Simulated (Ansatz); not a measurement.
`CCOC[SiH3]`, charge 0, multiplicity 1.

(1) Give a relaxed structure at PBE0-D4/def2-TZVP (Ansatz 0.2.0). (Estimate.)

Answers

(1) The calculation gave: 
Z-matrix (Å, degrees):
```
C
C 1 1.514
H 1 1.092 2 110.4
H 1 1.093 2 109.9 3 119.5
H 1 1.092 2 112.0 3 -121.0
O 2 1.412 1 113.6 3 55.9
H 2 1.093 1 110.1 3 -62.0
H 2 1.100 1 110.4 3 179.4
C 6 1.408 2 114.3 1 73.4
Si 9 1.887 6 108.4 2 174.9
H 9 1.102 6 110.9 2 54.5
H 9 1.100 6 112.1 2 -64.4
H 10 1.485 9 110.5 6 -60.6
H 10 1.485 9 110.4 6 60.5
H 10 1.489 9 108.3 6 179.9
```
This is one stationary point; other conformers may exist.
